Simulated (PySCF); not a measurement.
H$_{2}$S, charge +1, doublet, geometry from GFN2-xTB (a state made from the parent by changing its charge; the spin is typed, not shown lowest).

The PySCF input:
```python
from pyscf import gto, scf, dft

mol = gto.Mole()
mol.atom = '''
    S    -0.007575    0.103615   -0.002578
    H    -0.929143   -0.900722    0.043071
    H     1.050348   -0.757117   -0.001828
'''
mol.basis = '6-31g*'
mol.charge = 1
mol.spin = 1
mol.verbose = 4
mol.symmetry = True
mol.build()

mf = dft.UKS(mol)
mf.xc = 'b3lyp'
mf.kernel()
mf.analyze()
```

What does this run give for the <S^2>, nuclear repulsion energy, total energy, HOMO energy, number of basis functions?


The <S^2> comes out as 0.754. The nuclear repulsion energy is 12.6827 Eh. The total energy is -399.0013 Eh, the HOMO energy is -17.81 eV and the number of basis functions is 22.

These values belong to the state on which the SCF converged, which isn't shown to be the lowest.
